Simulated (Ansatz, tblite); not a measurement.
Cost and result up the ladder for TiHF3 (5 atoms). The state is a singlet with charge 0. Geometry: PBE-D4/def2-TZVP.

```xyz
5

Ti    0.011   -0.041   -0.040
H    -0.325    1.151    1.117
F     1.537    0.434   -0.771
F    -1.337    0.003   -1.164
F     0.115   -1.548    0.858
```

Ansatz on 4 threads of Intel Xeon on a shared host; xTB runs through tblite on one thread. Times are rough, summed over both states, and most runs start from the orbitals of an earlier one. PBE0-D4/def2-TZVP serves as the yardstick here, not as an exact answer. The other state is a triplet.

The xTB rows come from tblite.

xTB has no spin-polarisation term.

```json
{"level": "GFN2-xTB", "functions": "22", "wall time": "0.004 s", "vertical triplet (eV)": "4.44", "difference from PBE0-D4/def2-TZVP (eV)": "0.76"}
{"level": "GFN1-xTB", "functions": "23", "wall time": "0.007 s", "vertical triplet (eV)": "3.69", "difference from PBE0-D4/def2-TZVP (eV)": "0.01"}
{"level": "PBE-D4/def2-TZVP", "functions": "144", "wall time": "3.7 s", "vertical triplet (eV)": "4.12", "difference from PBE0-D4/def2-TZVP (eV)": "0.44"}
{"level": "PBE0-D4/def2-TZVP", "functions": "144", "wall time": "5.2 s", "vertical triplet (eV)": "3.68", "difference from PBE0-D4/def2-TZVP (eV)": "0.00"}
{"level": "r2SCAN-D4/def2-TZVP (with forces)", "functions": "144", "wall time": "7.2 s", "vertical triplet (eV)": "3.97", "difference from PBE0-D4/def2-TZVP (eV)": "0.29"}
```
